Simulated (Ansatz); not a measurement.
Cartesian coordinates (Å):
```xyz
9

N      2.3994     1.2608     0.2487
C      1.6127     0.4353     0.0916
C      0.5822    -0.5644    -0.0993
Si    -1.1680     0.1814     0.0248
H      0.7037    -1.0318    -1.0796
H      0.6912    -1.3496     0.6527
H     -1.3333     1.2116    -1.0206
H     -2.1373    -0.9171    -0.1838
H     -1.3506     0.7738     1.3655
```
Charge 0, multiplicity 1.

Calculation: frozen-core CCSD(T)/cc-pVTZ // B3LYP-D3(BJ)/def2-TZVP (Ansatz, a quantum-chemistry and plane-wave program).

| Item | Value |
|---|---|
| HF energy | -422.08179 Ha |
| MP2 correlation energy | -0.63650 Ha |

**Question.** Estimate the CCSD correlation energy, the (T) correction, the total energy and the T1 diagnostic.

**Answer.** 
The CCSD correlation energy comes out as -0.66876 Ha, the (T) correction is -0.03030 Ha and the CCSD(T) total energy is -422.78084 Ha. The T1 diagnostic is 0.012.
